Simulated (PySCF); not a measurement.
Ligand exchange on a metal centre used in film growth or etching (Zn OH-H). Isolated molecules, 0 K electronic values unless said otherwise. One relaxed conformer stands for each flexible species; it need not be the lowest.

The HOMO from two functionals at the same geometries (PBE-D3(BJ)/def2-SVP), both in PySCF: PBE-D3(BJ)/def2-TZVP and TPSSh-D3(BJ)/def2-TZVP. 

| species | TPSSh-D3(BJ)/def2-TZVP (eV) |
|---|---|
| 0 of 2 OH replaced by H ([Zn(OH)2]) | -7.48 |
| 1 of 2 OH replaced by H ([Zn(OH)(H)]) | -7.30 |
| 2 of 2 OH replaced by H ([Zn(H)2]) | -7.49 |

Problem. What does PBE-D3(BJ)/def2-TZVP give for each?

Solution. 
- 0 of 2 OH replaced by H ([Zn(OH)2]): -6.77
- 1 of 2 OH replaced by H ([Zn(OH)(H)]): -6.60
- 2 of 2 OH replaced by H ([Zn(H)2]): -6.85
Over these rows, drawn at random from the members with no instability flagged (it was tested for open shells, ions and some series alone), PBE minus TPSSh-D3(BJ): mean +0.68 eV, from +0.64 eV to +0.71 eV.
